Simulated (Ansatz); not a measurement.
A nudged elastic band was laid between two geometries of AlF2H2N + H2 (8 atoms, charge 0, multiplicity 1).

These are results of Ansatz, RKS B3LYP-D4/def2-SVP, not measurements.

```json
{
  "movable images": "7",
  "climbing image": "yes",
  "spring": "5.0 eV/Å²",
  "optimiser": "quadratic models (default)",
  "start path": "through a guess of the saddle point",
  "force threshold": "0.05 eV/Å",
  "iteration limit": "60",
  "end points": "relaxed"
}
```

Initial state:

```xyz
8
Properties=species:S:1:pos:R:3
Al -0.012 -0.015 0.401
N 0.029 -0.368 2.123
H -0.785 -0.635 2.667
H 0.871 -0.438 2.685
F 1.390 0.238 -0.452
F -1.433 -0.127 -0.448
H -0.210 2.315 0.307
H -0.266 2.153 1.052
```

Final state:

```xyz
8
Properties=species:S:1:pos:R:3
Al -0.064 0.568 0.003
N -0.050 0.307 2.031
H -0.813 -0.328 2.281
H 0.832 -0.142 2.293
F 1.442 -0.125 -0.291
F -1.381 -0.433 -0.311
H -0.232 2.117 -0.256
H -0.150 1.160 2.586
```

(1) What changes between the two ends?

(2) What energy profile does the band end with?

(3) What is the geometry of the highest image?

(4) What are the harmonic wavenumbers there?

The band took 10 iterations and of the order of 3 core-minutes.

## Answers

(1) Bonds broken: H7–H8. Bonds formed: Al1–H7, N2–H8. AlF2H2N + H2 becomes AlF2H4N.

(2) It converged. The highest image is number 3 of 0 to 8, 64.9 kJ/mol above the first end and 148.8 kJ/mol above the last; the last end lies 83.9 kJ/mol below the first. A vibrational analysis at the climbing image gives one clearly imaginary mode, 1185i cm⁻¹: a first-order saddle point. The orbitals stay closed-shell, which can raise the energy where a bond breaks towards radicals; this wasn't checked here.

| image | path coordinate (Å) | energy (kJ/mol) | H7–H8 (Å) | Al1–H7 (Å) | N2–H8 (Å) |
| --- | --- | --- | --- | --- | --- |
| 0 | 0.00 | 0.0 | 0.77 | 2.34 | 2.75 |
| 1 | 0.47 | 3.7 | 0.77 | 2.31 | 2.39 |
| 2 | 0.93 | 25.8 | 0.80 | 2.06 | 1.92 |
| 3 | 1.40 | 64.9 | 1.01 | 1.80 | 1.43 |
| 4 | 1.74 | 11.8 | 1.38 | 1.68 | 1.13 |
| 5 | 2.09 | -44.2 | 1.81 | 1.60 | 1.03 |
| 6 | 2.44 | -68.7 | 2.22 | 1.59 | 1.02 |
| 7 | 2.79 | -80.5 | 2.62 | 1.58 | 1.02 |
| 8 | 3.14 | -83.9 | 3.00 | 1.58 | 1.02 |

(3) 
```xyz
8
Properties=species:S:1:pos:R:3
Al -0.032 0.264 0.165
N -0.027 0.062 2.027
H -0.816 -0.340 2.535
H 0.837 -0.123 2.539
F 1.439 0.095 -0.589
F -1.433 -0.207 -0.594
H -0.212 1.967 0.709
H -0.172 1.404 1.546
```

(4) 1185i, 161, 231, 281, 325, 501, 641, 667, 699, 826, 962, 988, 1461, 1505, 1826, 1848, 3508, 3603 cm⁻¹.

The run took 3.2 min on 1 thread of Arm Neoverse V1 (shared host), peak memory 0.15 GiB.
